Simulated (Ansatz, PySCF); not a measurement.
Gas-phase reaction (SMILES): [CH3][Ge]([CH3])([CH3])[N]=C=O [isocyanato(trimethyl)germane] + 8 [H][H] (H2) -> 4 C (CH4) + [GeH4] (GeH4) + N (NH3) + O (H2O); energy of full hydrogenation.

Geometries: B3LYP-D3(BJ)/def2-TZVP minima from Ansatz (a first-principles code), one conformer each, not searched for the lowest. Valence correlation only, unless marked. No spin-orbit coupling. Frozen are the shells of the preceding noble gas and the d and f shells that filled before the atom's block. No relativistic terms. Basis-set limits of correlation are two-point, X^-3; Hartree-Fock from the larger set. Thermal terms are rigid-rotor harmonic-oscillator values from B3LYP-D3(BJ) frequencies (PySCF) at 298.15 K and 1 atm. 1 Eh = 627.5095 kcal/mol.

| species | E, CCSD(T)/CBS(cc-pVTZ,cc-pVQZ) (Ansatz) (Eh) | E, PBE-D3(BJ)/def2-TZVPD (Ansatz + dftd3) (Eh) | H - E (Eh) |
|---|---|---|---|
| [CH3][Ge]([CH3])([CH3])[N]=C=O | -2363.07242 | -2364.34014 | 0.13506 |
| [H][H] (H2) | -1.17450 | -1.16598 | 0.01336 |
| C (CH4) | -40.45816 | -40.46420 | 0.04840 |
| [GeH4] (GeH4) | -2077.90558 | -2079.05959 | 0.03354 |
| N (NH3) | -56.50369 | -56.51114 | 0.03799 |
| O (H2O) | -76.37426 | -76.38147 | 0.02495 |

### Question
Work out ΔE and ΔH at 298.15 K at the first level, then ΔH at the second.

### Answer

1. ΔE = [4×(-40.45816) + (-2077.90558) + (-56.50369) + (-76.37426)] - [(-2363.07242) + 8×(-1.17450)] = -0.14775 Eh = -92.7 kcal/mol at CCSD(T)/CBS(cc-pVTZ,cc-pVQZ).
2. The terms H - E add up to 0.04814 Eh, so ΔH = (-0.14775 + (0.04814))×627.5095 = -62.5 kcal/mol.
3. At PBE-D3(BJ)/def2-TZVPD the same steps give ΔE = -88.5 and ΔH = -58.3 kcal/mol, a shift of +4.2 from the first level.
4. These values are not checked against measurement here, since the tables used lack a sound gas-phase enthalpy of formation for at least one species.
